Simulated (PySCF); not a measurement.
H2O3Ti, SMILES [OH][Ti]([OH])=[O], multiplicity 1. Atoms are numbered in the order given.

```xyz
6

Ti    -0.1078    -0.0440     0.0000
O      0.0951    -1.6247     0.0000
O      0.0681     0.8141    -1.5871
H      0.2612     0.4702    -2.4638
O      0.0681     0.8141     1.5871
H      0.2612     0.4702     2.4638
```
Charge 0, spin multiplicity 1.

The structure is a stationary point at PBE0-D3(BJ)/def2-SVP. The spin state was assumed, not searched. Other conformers were not sampled.

The numbers are results of TDA-PBE/def2-SVPD in PySCF, not measurements.

Vertical excitations. Isolated molecule, no solvent. State labels are in the subgroup Cs.

```
state  symmetry  energy (eV)  λ (nm)      f                        main pairs
-----  --------  -----------  ------  -----  --------------------------------
S1           A"         4.17     298  0.011                    HOMO→LUMO 95 %
S2           A"         4.19     296  0.001                  HOMO−2→LUMO 97 %
S3           A'         4.25     292  0.013                  HOMO−1→LUMO 89 %
S4           A'         4.45     279  0.021                  HOMO−3→LUMO 89 %
S5           A"         4.83     257  0.001                 HOMO−5→LUMO 100 %
S6           A'         4.84     256  0.001                  HOMO−4→LUMO 94 %
S7           A'         5.10     243  0.006                  HOMO→LUMO+1 98 %
S8           A"         5.16     240  0.002                HOMO−1→LUMO+1 87 %
S9           A'         5.19     239  0.002                HOMO−2→LUMO+1 92 %
S10          A'         5.40     229  0.000                  HOMO−6→LUMO 94 %
T1           A'         3.86     321      0                  HOMO−1→LUMO 94 %
T2           A"         4.01     309      0  HOMO→LUMO 85 %, HOMO−2→LUMO 15 %
T3           A"         4.04     307      0  HOMO−2→LUMO 85 %, HOMO→LUMO 15 %
T4           A'         4.13     300      0                  HOMO−3→LUMO 92 %
```
Triplets are in the Tamm–Dancoff approximation.
